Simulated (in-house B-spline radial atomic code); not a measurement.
Configurations of Sr⁺, with energies counted from [Kr] 5s1. All numbers are computed (scalar-relativistic (X2C) SCAN, spin-polarised, spherical fractional occupations; Fermi nucleus of rms radius 4.224 fm) with a B-spline radial code for spherical atoms, not measured. Shells without spins written out take the highest spin.

Occupations are held fixed; configurations that lie above the ionisation limit could autoionise.

| configuration | E - E(ref) (eV) | highest orbital | its <r> (bohr) |
| --- | --- | --- | --- |
| [Ar] 3d10 4s1 4p6 5s1 6s1 | 49.174 | 6s up | 7.382 |
| [Ar] 3d9 4s2 4p6 5s1 6s1 | 145.01 | 6s up | 7.315 |
| [Ar] 3d9 4s2 4p6 5s1 5d1 | 145.6 | 5d up | 6.626 |
| [Ar] 3d(4 up, 5 down) 4s2 4p6 5s(1 up, 0 down) 6p(0 up, 1 down) | 146.29 | 6p down | 8.844 |
| [Ne] 3s2 3p5 3d10 4s2 4p6 5s1 5d1 | 276.52 | 5d up | 6.635 |
| [Ne] 3s2 3p5 3d10 4s2 4p6 5s1 5f1 | 279.25 | 5f up | 13.74 |
| [Ne] 3s2 3p(2 up, 3 down) 3d10 4s2 4p6 5s(0 up, 1 down) 6f(1 up, 0 down) | 280 | 6f up | 22.19 |

(1) Order these further configurations by energy, lowest first.
A. [Ar] 3d10 4s1 4p6 5s1 5d1
B. [Ar] 3d9 4s2 4p6 5s1 5f1
C. [Kr] 5d1
D. [Ar] 3d9 4s2 4p6 5s1 5p1
E. [Ar] 3d9 4s2 4p6 5s1 6p1

(2) How far above the reference does [Ar] 3d10 4s2 4p(3 up, 2 down) 5s2 lie?

(3) How far above the reference does [Ar] 3d10 4s(0 up, 1 down) 4p6 5s(1 up, 0 down) 6f(0 up, 1 down) lie?

## Answers

(1) C (6.3157 eV), A (49.787 eV), D (140.79 eV), E (146.08 eV), B (148.34 eV).

(2) 23.338 eV; its least bound orbital is 5s down with <r> = 3.663 bohr.

(3) 53.211 eV; its least bound orbital is 6f down with <r> = 22.09 bohr.
